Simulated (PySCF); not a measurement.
Se- (selenium, charge -1) across methods

[Ar] 3d10 4s2 4p5, 2P determinant. Calculation: PySCF 2.14, in aug-cc-pVQZ-DK (8s7p5d3f2g, 93 functions); the spin-free X2C one-electron Hamiltonian (Gaussian nucleus).

```tsv
method	E (hartree)	mean ε 4s β (eV)	mean ε 4p α (eV)	mean ε 4p β (eV)	Σ⟨r²⟩ (bohr²)	⟨S²⟩
LC-wPBE	-2429.611	-13.821	-3.111	-2.375	56.05	0.755
PBE	-2429.567	-9.129	0.342	0.971	59.42	0.754
LDA	-2426.316	-9.402	0.245	0.856	59.18	0.753
r2SCAN	-2429.875	-9.371	0.120	0.829	57.74	0.757
UHF	-2428.10649	-14.582	-3.248	-2.152	57.03	0.762
PBE0	-2429.613	-10.669	-0.662	0.057	57.79	0.755
TPSSh	-2429.821	-9.794	-0.081	0.590	57.88	0.755
wB97M-V	-2429.689	-13.314	-2.700	-1.986	57.92	0.753
r2SCAN0	-2429.850	-10.863	-0.846	-0.072	57.05	0.757
```

The highest occupied level is positive at PBE, LDA, r2SCAN, PBE0, TPSSh: only the finite basis holds that electron, which in a density functional comes from self-interaction.
